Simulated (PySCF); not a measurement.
# Excitation energy of Li by level of theory

Li [He] 2s1 (2S) → Li [He] 2p1 (2P), as a difference of total energies. Computed with PySCF 2.14 in aug-cc-pVDZ-DK (4s3p2d, 23 functions), with the spin-free X2C one-electron Hamiltonian (Gaussian nucleus). The calculations carry no spin-orbit coupling.

```
   method  excitation energy (eV)
      UHF                   1.845
      LDA                   1.605
      PBE                   1.569
     PBE0                   1.649
   r2SCAN                   1.624
     TPSS                   1.594
CAM-B3LYP                   1.737
   M06-2X                   1.708
    TPSSh                   1.626
```

For comparison: 1.848 eV (measured; NIST levels, between the centres of gravity of the two terms).
